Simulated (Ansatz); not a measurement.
`[Cu][S]c1ccc(C#Cc2ccc(C#Cc3ccccc3)cc2)cc1`. The state is a singlet with charge 0. Geometry PBE-D4/def2-SVP.

```xyz
37

Cu    0.354    8.318   -6.369
S    -0.735    8.656   -4.574
C    -0.593    7.063   -3.810
C    -0.599    6.992   -2.396
C    -0.535    5.763   -1.739
C    -0.450    4.547   -2.466
C    -0.363    3.298   -1.796
C    -0.286    2.216   -1.208
C    -0.186    0.977   -0.524
C    -0.207   -0.256   -1.232
C    -0.099   -1.470   -0.559
C     0.039   -1.511    0.855
C     0.162   -2.748    1.541
C     0.283   -3.819    2.140
C     0.428   -5.053    2.833
C     0.629   -5.075    4.239
C     0.776   -6.291    4.915
C     0.724   -7.506    4.212
C     0.524   -7.498    2.821
C     0.377   -6.288    2.134
C     0.059   -0.279    1.564
C    -0.051    0.935    0.891
C    -0.449    4.620   -3.885
C    -0.527    5.849   -4.538
H    -0.647    7.924   -1.813
H    -0.537    5.729   -0.639
H    -0.312   -0.239   -2.327
H    -0.118   -2.416   -1.120
H     0.669   -4.122    4.786
H     0.932   -6.291    6.005
H     0.840   -8.460    4.748
H     0.482   -8.447    2.265
H     0.220   -6.279    1.046
H     0.164   -0.297    2.658
H    -0.033    1.881    1.452
H    -0.387    3.690   -4.468
H    -0.548    5.887   -5.639
```

The 6-31G sets use Cartesian d functions. B3LYP takes the VWN-RPA correlation. Single mean-field runs in def2-TZVP are fitted with def2-universal-jkfit. The restricted singlet is unstable towards broken spin symmetry in Hartree–Fock (as tested in another run); at r2SCAN-D4/def2-TZVP, r2SCANh-D4/def2-TZVP, B3LYP-D4/6-31G, PBE0-D4/def2-TZVP and others this wasn't settled.

Q: Estimate the orbital energies around the gap (eV) in Ansatz with r2SCAN-D4/def2-TZVP, r2SCANh-D4/def2-TZVP, B3LYP-D4/6-31G, PBE0-D4/def2-TZVP, BHLYP-D4/def2-TZVP.

A: 
```
orbital  r2SCAN-D4/def2-TZVP  r2SCANh-D4/def2-TZVP  B3LYP-D4/6-31G  PBE0-D4/def2-TZVP  BHLYP-D4/def2-TZVP
 HOMO−9                -6.73                 -7.53           -7.06              -8.16               -9.08
 HOMO−8                -6.70                 -7.19           -7.01              -7.73               -8.79
 HOMO−7                -6.70                 -7.12           -6.97              -7.65               -8.69
 HOMO−6                -6.66                 -7.08           -6.58              -7.52               -8.30
 HOMO−5                -6.64                 -7.02           -6.45              -7.45               -8.23
 HOMO−4                -6.63                 -7.02           -6.11              -7.44               -8.20
 HOMO−3                -6.32                 -6.76           -6.10              -7.29               -8.17
 HOMO−2                -6.03                 -6.48           -6.06              -7.00               -7.87
 HOMO−1                -5.50                 -5.85           -5.75              -6.25               -6.96
   HOMO                -4.86                 -5.15           -5.12              -5.51               -6.10
   LUMO                -3.45                 -3.12           -2.90              -2.79               -2.07
 LUMO+1                -2.56                 -2.31           -1.71              -1.97               -1.07
 LUMO+2                -1.55                 -1.24           -0.63              -0.86                0.15
 LUMO+3                -1.22                 -0.87           -0.47              -0.45                0.59
 LUMO+4                -1.17                 -0.83           -0.19              -0.42                0.63
 LUMO+5                -1.15                 -0.81           -0.09              -0.40                0.67
```
